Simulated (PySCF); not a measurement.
dimethyl telluride cation (C2H6Te), SMILES C[Te]C (connectivity only; charge and spin as stated), charge +1, multiplicity 2.

Geometry optimised at B3LYP-D3(BJ)/def2-SVP. The spin state was assumed, not searched. The def2 effective core potentials stand for the cores of Te; spin–orbit coupling is left out.

Level of theory: TDA-PBE/def2-SVPD run with PySCF 2.14.0.

Vertical excitations. Gas-phase values at a fixed geometry.

```csv
state,energy (eV),λ (nm),f,main pairs
root 1,2.47,501,0.002,β HOMO→LUMO 100 %
root 2,3.22,385,0.000,β HOMO−1→LUMO 99 %
root 3,4.69,264,0.014,β HOMO−2→LUMO 98 %
root 4,4.71,263,0.000,"α HOMO→LUMO 9 %, β HOMO−3→LUMO 91 %"
root 5,5.00,248,0.000,"α HOMO→LUMO 90 %, β HOMO−3→LUMO 9 %"
root 6,5.06,245,0.002,β HOMO−5→LUMO 100 %
root 7,5.16,240,0.014,β HOMO−4→LUMO 97 %
root 8,5.75,216,0.000,"α HOMO−1→LUMO 46 %, β HOMO→LUMO+1 51 %"
root 9,5.84,212,0.002,α HOMO→LUMO+1 98 %
root 10,6.35,195,0.000,"α HOMO−2→LUMO 27 %, α HOMO−1→LUMO+1 22 %, β HOMO−1→LUMO+1 27 %, β HOMO→LUMO+2 22 %"
```
Unrestricted roots are not spin-pure.
